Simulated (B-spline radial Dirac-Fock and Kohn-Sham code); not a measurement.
ΔSCF core binding energies without Breit or QED terms, calculated with an atomic code on a B-spline grid.

A sound run for atomic lead in the configuration [Xe] 4f14 5d10 6s2 6p2: The ground state converged in 10 iterations, with total energy -20913.70281 Ha, virial ratio 1.86031 and highest orbital energy -5.98 eV. ΔSCF binding energies: K (1s) 88500.3 eV, L3 (2p3/2) 13080.8 eV, M5 (3d5/2) 2494.8 eV.

A second run, with one unsound setting: The ground state converged in 10 iterations, with total energy -20834.78128 Ha, virial ratio 1.82618 and highest orbital energy -5.28 eV. ΔSCF binding energies: K (1s) 88058.2 eV, L3 (2p3/2) 12935.0 eV, M5 (3d5/2) 2475.3 eV.

```
iter   energy (Ha)        error
   1   -20833.89706984  5.55e+00
   2   -20834.57073328  3.29e-01
   3   -20834.78031165  6.26e-02
   4   -20834.78111009  2.88e-02
   5   -20834.78126964  1.34e-03
   6   -20834.78127607  5.52e-04
   7   -20834.78127681  2.28e-04
   8   -20834.78127695  4.92e-05
   9   -20834.78127697  6.85e-06
  10   -20834.78127697  6.69e-07
```

Q: Which fault fits the second run best?
A. speed of light below Z
B. too few iterations
C. tolerance below the noise
D. mesh too coarse

A: D. The input had h = 0.9: h is too large to resolve the orbitals.
